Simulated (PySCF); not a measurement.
# Vibration and rotation of BeH

UHF-CCSD(T) constants of BeH, ²Σ⁺ (doublet), unpaired electrons σ ↑ (basis Be pcseg-1, H pcseg-1; no relativity; PySCF 2.14; masses 9.0122 and 1.0078 u):

```
ωe           : 2059.5 cm⁻¹
ωexe         : 39.8 cm⁻¹
Be           : 10.249 cm⁻¹
αe           : 0.314 cm⁻¹
De to Be + H : 1.81 eV
```

(1) What force constant and bond length do these constants imply?

(2) Estimate the centrifugal constant D from the Kratzer relation and find the Dunham coefficient a1.

Correlated steps freeze no core orbitals. Correlated levels converge slowly with the basis: in double zeta they bind strong bonds too weakly, by up to about 1 eV, and carry superposition errors of some tenths. The state was picked by a PBE0 search and need not be the measured ground state.

Results:

(1) Reduced mass μred = 0.90646 u; k = 5.8918×10⁻⁷·μred·ωe² (u, cm⁻¹, mdyn/Å) = 2.27 mdyn/Å; Re = √(16.8576/(μred·Be)) (u, cm⁻¹, Å) = 1.347 Å.

(2) D = 4Be³/ωe² = 0.00102 cm⁻¹; a1 = −1 − αeωe/(6Be²) = -2.03.
